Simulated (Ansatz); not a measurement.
`C[O][Mo]([OH])([F])([F])=[S]`, relaxed with RKS PBE-D4/def2-SVP in Ansatz 0.2.0 from a rough embedded geometry. The force threshold is 0.03 eV/Å; the program also tests the step.

Total charge 0; spin multiplicity 1. Mo takes the def2 core potential.

Start:

```xyz
11

C     0.004   -1.785   -0.258
O    -0.862   -1.090    0.668
Mo   -0.098    1.062   -0.016
O     2.021    1.003    0.454
F    -1.539    1.998    1.213
F    -0.482    3.260   -0.246
S    -2.154    1.096   -0.670
H     0.288   -2.724    0.134
H    -0.508   -1.793   -1.227
H     0.947   -1.139   -0.411
H     2.384    0.112    0.360
```

```csv
step,energy (eV),largest force (eV/Å),largest move (Å)
1,-23292.3068,4.025,0.000
2,-23294.8735,3.533,0.195
3,-23297.6857,3.403,0.194
4,-23299.3020,2.792,0.199
5,-23300.0857,1.677,0.195
6,-23300.4183,0.702,0.196
7,-23300.6415,0.568,0.195
8,-23300.7979,0.404,0.199
9,-23300.8524,0.178,0.200
10,-23300.8629,0.198,0.198
11,-23300.8666,0.108,0.028
13 (rejected),-23300.8666,0.286,0.035
15,-23300.8692,0.070,0.070
17,-23300.8709,0.314,0.197
19,-23300.8757,0.166,0.030
21,-23300.8800,0.166,0.027
23,-23300.8864,0.080,0.015
25,-23300.8912,0.016,0.098
27,-23300.8951,0.102,0.020
29,-23300.9022,0.215,0.084
31,-23300.9152,0.300,0.084
33,-23300.9325,0.326,0.048
35,-23300.9473,0.070,0.040
36,-23300.9484,0.029,0.021
```

End:

```xyz
11

C    -0.122   -1.829    0.024
O     0.503   -0.571    0.037
Mo   -0.160    1.183    0.122
O     1.593    1.815   -0.127
F    -1.403    0.427    1.330
F    -0.531    2.776    1.031
S    -1.204    1.291   -1.718
H    -0.916   -1.858    0.804
H    -0.595   -2.005   -0.971
H     0.628   -2.622    0.229
H     2.205    1.393   -0.761
```

Hardware: 4 threads of an Arm Neoverse V1 on a shared host. Wall time 99 s, peak host memory 0.24 GiB.
